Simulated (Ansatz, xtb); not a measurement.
# C5H6FNO2: which of two isomers lies lower

We compare X, `COC(=O)[C@H](F)CC#N`, a singlet, with Y, `NC(=O)C1=CO[C@H](F)C1`, a singlet. Both are isolated molecules in the gas phase, relaxed with PBE0-D3(BJ)/def2-SVP; each stands in its lowest conformer found.

Task: Which of the two would you expect CCSD(T)/def2-SVP + ΔMP2/def2-TZVPP electronic energies to favour?

Result: Structure Y; the calculation gives E(Y) − E(X) = −7.2 kcal/mol.

How the difference moves with the method:

```csv
level,geometry,E(Y) − E(X) (kcal/mol),departure from the last row (kcal/mol),"job, with rough time for the two"
PBE0-D3(BJ)/def2-SVP,PBE0-D3(BJ)/def2-SVP,−18.7,−11.5,"optimisation, 87 s"
HF/def2-SVP,PBE0-D3(BJ)/def2-SVP,−4.6,+2.6,part of the CCSD(T) run
MP2/def2-SVP,PBE0-D3(BJ)/def2-SVP,−3.7,+3.5,part of the CCSD(T) run
CCSD(T)/def2-SVP,PBE0-D3(BJ)/def2-SVP,−4.0,+3.2,single point
CCSD(T)/def2-SVP + ΔMP2/def2-TZVPP,PBE0-D3(BJ)/def2-SVP,−7.2,,"single point, 3.2 min"
```

As drawn, Y has 1 C–N, 1 C=C, 2 N–H in place of 1 C≡N, 2 C–H. Structure X has no ring, Y a 5-membered ring.

None of the levels shown reverses the order. The largest departure from CCSD(T)/def2-SVP + ΔMP2/def2-TZVPP is that of PBE0-D3(BJ)/def2-SVP, 11.5 kcal/mol. Levels run at GFN2-xTB geometries aren't shown. The last row adds to CCSD(T) the change of the MP2 difference between the two basis sets, here −3.2 kcal/mol, a large step that makes the value less sure.

With thermal terms from frequencies at re-optimised GFN2-xTB minima (ideal gas, soft modes damped towards free rotors, one conformer each, 298.15 K, 1 atm): on the last row, ΔE + ΔZPE = −5.7, ΔH = −6.7, ΔG = −4.4 kcal/mol.

The correlated steps freeze 9 core orbitals. Codes used: Ansatz 0.2.0, xtb 6.7.1; the last row on 4 threads of Arm Neoverse V1 on a shared host.
